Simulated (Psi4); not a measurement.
C$_{4}$H$_{5}$, doublet (typed; the unrestricted solution is spin-contaminated), geometry from GFN2-xTB. Base run: MP2/pcseg-1 (Psi4 1.11).

Input for Psi4:
```
memory 2 GB

molecule mol {
0 2
C     0.600860    1.813513    0.015565
C     0.616104    0.514451    0.003281
C    -0.565259   -0.355802   -0.001915
C    -0.487699   -1.678902   -0.014584
H    -0.112541    2.604878    0.024841
H     1.560762   -0.020559   -0.004168
H    -1.522082    0.147586    0.005267
H     0.459133   -2.193767   -0.021848
H    -1.369306   -2.297694   -0.018172
}

set {
  basis pcseg-1
  reference uhf
}

energy('mp2')
print_variables()
```

Each row names what was changed in the base input (with any setting that the change needs).

```json
[
 {"change": "base", "ΔE vs base (mEh)": "0.000", "MP2 correlation (Eh)": "-0.48555", "basis functions": "81", "core-seconds (rough)": "2", "outcome": "converged"},
 {"change": "scf_type = pk; mp2_type = conv", "ΔE vs base (mEh)": "-0.372", "MP2 correlation (Eh)": "-0.48587", "basis functions": "81", "core-seconds (rough)": "5", "outcome": "converged"},
 {"change": "method = ccsd(t)", "ΔE vs base (mEh)": "-80.379", "MP2 correlation (Eh)": "-0.48587", "basis functions": "81", "core-seconds (rough)": "200", "outcome": "converged"},
 {"change": "method = mp3", "ΔE vs base (mEh)": "-38.432", "MP2 correlation (Eh)": "-0.48555", "basis functions": "81", "core-seconds (rough)": "5", "outcome": "converged"},
 {"change": "puream = on", "ΔE vs base (mEh)": "0.000", "MP2 correlation (Eh)": "-0.48555", "basis functions": "81", "core-seconds (rough)": "2", "outcome": "converged"},
 {"change": "cc_type = df", "ΔE vs base (mEh)": "0.000", "MP2 correlation (Eh)": "-0.48555", "basis functions": "81", "core-seconds (rough)": "3", "outcome": "converged"},
 {"change": "method = mp2.5", "ΔE vs base (mEh)": "-19.216", "MP2 correlation (Eh)": "-0.48555", "basis functions": "81", "core-seconds (rough)": "4", "outcome": "converged"},
 {"change": "method = cisd", "ΔE vs base (mEh)": "-", "MP2 correlation (Eh)": "-", "basis functions": "-", "core-seconds (rough)": "-", "outcome": "input refused"},
 {"change": "method = lccd", "ΔE vs base (mEh)": "-58.984", "MP2 correlation (Eh)": "-0.48587", "basis functions": "81", "core-seconds (rough)": "40", "outcome": "converged"},
 {"change": "puream = off", "ΔE vs base (mEh)": "-15.779", "MP2 correlation (Eh)": "-0.49844", "basis functions": "85", "core-seconds (rough)": "2", "outcome": "converged"}
]
```

Open shells are given as the SCF converged; they aren't shown to be the lowest states, and a large step between rows can be another state.

- method = cisd: ended with `psi4.driver.p4util.exceptions.MissingMethodError: Method=cisd is not available for any derivative level under conditions CI_TYPE=CONV, REFERENCE=UHF, FREEZE_CORE=FALSE, QC_MODULE=(auto). See https://psicode.org/psi4manual/master/introduction.html#ss-cisd. Or d`
